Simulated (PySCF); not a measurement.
Correlation energy of Ru⁺ (ruthenium, charge +1)

[Kr] 4d6 5p1, one real determinant (an excited configuration). Computed with PySCF 2.14 in def2-QZVPPD with the def2 core potential (28 electrons) (7s5p4d4f2g, 88 functions), with scalar relativity through the core potential. Frozen: nothing; 15 electrons correlated.

MP2 pair energies summed by pair of shells (mhartree):

| pair | energy | share (%) |
| --- | --- | --- |
| 4p-4d | -177.24 | 39.0 |
| 4d-4d | -110.61 | 24.3 |
| 4p-4p | -76.70 | 16.9 |
| 4s-4p | -34.09 | 7.5 |
| 4s-4d | -25.84 | 5.7 |
| 4d-5p | -16.80 | 3.7 |
| 4p-5p | -7.08 | 1.6 |
| 4s-4s | -5.45 | 1.2 |
| 4s-5p | -0.51 | 0.1 |

Total MP2 correlation energy: -454.33 mhartree.

Same-spin part -151.46 and opposite-spin part -302.87 mhartree; SCS-MP2 scales them by 1/3 and 6/5 to -413.93 mhartree.

The reference is one real determinant that mixes LS terms of this configuration.

The basis has no tight functions for the innermost shells, so their pair energies are far from complete.

This basis was not built for core-valence correlation, so the inner-shell part is incomplete.
